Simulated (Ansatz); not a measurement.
Geometry optimisation, RKS PBE-D4/def2-SVP (Ansatz).

input.yaml

```yaml
crystal:
  periodic: [false, false, false]
  atoms:
    - { symbol: C, position_ang: [-0.6989, -1.9607, 0.6625] }
    - { symbol: Si, position_ang: [0.7621, -0.9754, 0.0966] }
    - { symbol: I, position_ang: [1.7418, 0.2025, 2.0044] }
    - { symbol: "N", position_ang: [0.6863, -0.0988, -1.2524] }
    - { symbol: C, position_ang: [-0.2998, 0.8746, -0.947] }
    - { symbol: "N", position_ang: [0.3981, 2.1276, -0.5611] }
    - { symbol: H, position_ang: [-0.4474, -2.7017, 1.363] }
    - { symbol: H, position_ang: [-1.2059, -2.3721, -0.2082] }
    - { symbol: H, position_ang: [-1.4671, -1.2411, 1.1839] }
    - { symbol: H, position_ang: [1.4787, 0.3337, -1.5319] }
    - { symbol: H, position_ang: [-1.2763, 0.6671, -0.4591] }
    - { symbol: H, position_ang: [-0.1574, 2.9308, -0.7685] }
    - { symbol: H, position_ang: [0.5062, 2.1786, 0.4327] }
basis:
  gaussian: { orbitals: def2-SVP }
hamiltonian:
  xc: pbe
  dispersion: d4
relax:
  f_tol: 0.015
  max_steps: 40
```

Launched with:

```bash
$ ansatz run input.yaml --threads 2 --pin off --max-ram 3072MiB --backend cpu --events-out ev --progress --plain --runs-dir out
```

**Question.** Where does it end, and by what steps?

**Answer.** The run converged. After 33 steps the energy has fallen by 2.975 eV; H13 moved furthest, 2.46 Å.

| step | energy less start (eV) | largest force component (eV/Å) | accepted |
| --- | --- | --- | --- |
| 0 | 0.0000 | 5.311 | yes |
| 2 | -1.7377 | 2.113 | yes |
| 4 | -2.2194 | 1.440 | yes |
| 6 | -2.5378 | 1.253 | yes |
| 8 | -2.6745 | 0.834 | yes |
| 10 | -2.7563 | 0.270 | yes |
| 12 | -2.8138 | 0.353 | yes |
| 14 | -2.8530 | 0.258 | yes |
| 16 | -2.8774 | 0.408 | yes |
| 18 | -2.8993 | 0.084 | yes |
| 20 | -2.9114 | 0.373 | yes |
| 22 | -2.9321 | 0.123 | yes |
| 24 | -2.9442 | 0.370 | yes |
| 26 | -2.9430 | 0.981 | no |
| 28 | -2.9703 | 0.110 | yes |
| 30 | -2.9744 | 0.079 | yes |
| 32 | -2.9747 | 0.026 | no |
| 33 | -2.9748 | 0.009 | yes |

```xyz
13
Properties=species:S:1:pos:R:3
C -0.628 -2.312 0.342
Si 1.065 -1.385 0.552
I 0.633 -0.309 2.905
N 0.451 0.184 -0.472
C 0.318 1.438 -0.134
N 0.141 2.487 -0.964
H -0.606 -3.234 0.961
H -0.741 -2.641 -0.716
H -1.520 -1.721 0.631
H 0.406 -0.013 -1.483
H 0.368 1.662 0.950
H 0.055 3.427 -0.581
H 0.078 2.381 -1.976
```

The run took 100 s on 2 threads of Arm Neoverse V2, on a shared host, peak memory 0.19 GiB.
